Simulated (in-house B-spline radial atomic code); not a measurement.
Zn⁺. Computed with a B-spline radial atomic code. Model: non-relativistic spherical atom: semilocal Troullier-Martins pseudo-atom, one channel per l, against all electrons, high spin, G0W0 and RPA with empty states to l = 8, local potential for every l without a channel, a model core (radius 0 = none) keeps its share of the functional.

What the tables leave out is listed at the end.

The pseudopotential gives back the lowest level of each angular momentum of its own functional in the configuration it was made in; a second state of the same l is only approximately right. Exact exchange, RPA and GW see the smooth pseudo-orbitals and miss the exchange with the core, for which the functional's share stands in. The column with an uncorrelated core keeps all orbitals and exact exchange, and so separates missing core correlation from pseudisation. Only the three outermost levels and the lowest empty one were computed. RPA here is direct RPA, with no exchange kernel, and its energies carry an (l + 1/2)⁻⁴ tail. A hybrid on a potential with a model core restores only its own semilocal share of the core's exchange.

Command:
```bash
python run_psgw.py task.json out
```
Settings (lengths in bohr, energies in hartree):
```
Z                      30
electrons              29
configuration          [Ar] 3d10 4s1
generated_in           [Ar] 3d10 4s1
functional             pbe,pbe
core_shells            3
radius_factor          1
core_correction        True
ion_configuration      [Ar] 3d10
```

Time taken, with all properties: 63 s on 1 thread of Arm Neoverse N1 (shared host).

Given: made with PBE; model core radius 0.321 bohr; local radius 0.759 bohr; mean-field start PBE.

Valence shells of the generating configuration: 3s, 3p, 3d, 4s.

Channel: s 0.596, p 0.596, d 1.686 (radii in bohr).

Computed: largest level miss in the spin-unpolarised generating configuration 0.065 eV; valence RPA correlation energy all-electron orbitals -1.4362 hartree; all-electron RPA polarisability, core included 13.603 bohr³; pseudo-atom RPA polarisability 13.461 bohr³; ionisation by mean-field all-electron 18.373 eV; ionisation by mean-field pseudo minus all 0.079 eV; ionisation by RPA all-electron 18.242 eV.

```
          level  occupied  mean-field all-electron (eV)  mean-field pseudo minus all (eV)  G0W0 all-electron (eV)  G0W0 uncorrelated core minus all (eV)  G0W0 pseudo minus all (eV)  exchange self-energy all-electron (eV)  exchange self-energy pseudo (eV)
          4s up         1                       -14.226                             -0.06                 -18.383                                  0.006                       -0.16                                 -13.346                           -12.868
4s down (empty)         0                       -13.031                            -0.076                 -9.4789                                  0.006                      -0.127                                 -3.1932                           -2.6799
```

**Question.** What is the ionisation by RPA pseudo minus all?

**Answer.** 0.233 eV.

**Question.** What is the valence RPA correlation energy pseudo?

**Answer.** -1.2496 hartree.

Given: mean-field start PBE0.

Computed: valence RPA correlation energy pseudo -1.1987 hartree; all-electron RPA polarisability, core included 12.026 bohr³; pseudo-atom RPA polarisability 11.93 bohr³; ionisation by mean-field all-electron 17.99 eV; ionisation by RPA all-electron 18.107 eV; ionisation by RPA pseudo minus all 0.178 eV.

| level | occupied | mean-field all-electron (eV) | mean-field pseudo minus all (eV) | G0W0 all-electron (eV) | G0W0 uncorrelated core minus all (eV) | G0W0 pseudo minus all (eV) | exchange self-energy all-electron (eV) | exchange self-energy pseudo (eV) |
| --- | --- | --- | --- | --- | --- | --- | --- | --- |
| 4s up | 1 | -14.972 | -0.056 | -18.229 | 0.006 | -0.139 | -13.086 | -12.631 |
| 3d down | 1 | -22.777 | 0.005 | -27.905 | 0.094 | 0.031 | -52.383 | -46.28 |
| 4s down (empty) | 0 | -11.606 | -0.06 | -9.2215 | 0.006 | -0.107 | -2.8604 | -2.4085 |

**Question.** What is the ionisation by mean-field pseudo minus all?

**Answer.** 0.067 eV.

**Question.** What is the valence RPA correlation energy all-electron orbitals?

**Answer.** -1.3744 hartree.

Among the listed levels the largest G0W0 shift of the pseudo-atom is -0.16 eV, for 4s up on the PBE start, while leaving the core uncorrelated moves that level by +0.01 eV. So pseudisation and the lost core exchange, not the missing core correlation, make the error. Not in the tables (levels of low weight, unsolved or above zero; the highest and the empty levels are kept at any weight): on PBE the G0W0 levels 3d down (pseudo minus all +0.32 eV, weights 0.41 and 0.64), 3d up (pseudo minus all -0.13 eV, weights 0.45 and -0.73); on PBE0 the G0W0 levels 3d up (pseudo minus all +0.10 eV, weights 0.62 and 0.58); no Hartree-Fock pseudo-atom is run with a model core.
